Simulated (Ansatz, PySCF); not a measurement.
Species: C3H3FO2, net charge 0, singlet state. 
Structure (B3LYP-D3(BJ)/def2-TZVP (Ansatz, a quantum-chemistry and plane-wave program) minimum search):
```xyz
9

F      1.8074    -0.9228     0.0089
C      0.6831    -0.2434     0.0040
C      0.4343     1.0462     0.1720
O     -0.9358     1.2561    -0.0199
C     -1.4902    -0.0489     0.0660
O     -0.4372    -0.9683    -0.2724
H      1.0694     1.8915     0.3512
H     -1.8082    -0.2534     1.0981
H     -2.3064    -0.1575    -0.6433
```
Charge 0, spin multiplicity 1.

Dipole moments at this geometry, in debye (magnitudes).

```
level                 program  dipole (D)
--------------------  -------  ----------
HF/def2-TZVPD           PySCF        1.26
r2SCAN/def2-TZVPD      Ansatz        1.04
B97M-V/def2-TZVPD      Ansatz        0.99
BHLYP/def2-TZVPD       Ansatz        1.20
TPSSh/def2-TZVPD        PySCF        1.09
r2SCANh/def2-TZVPD     Ansatz        1.07
r2SCAN0/def2-TZVPD     Ansatz  (withheld)
CAM-B3LYP/def2-TZVPD   Ansatz        1.15
wB97M-V/def2-TZVPD     Ansatz        1.09
CCSD(T)/aug-cc-pVDZ    Ansatz  (withheld)
```

### Question
Fill in the missing entries.

### Answer

- r2SCAN0/def2-TZVPD, dipole (D): 1.12
- CCSD(T)/aug-cc-pVDZ, dipole (D): 1.12
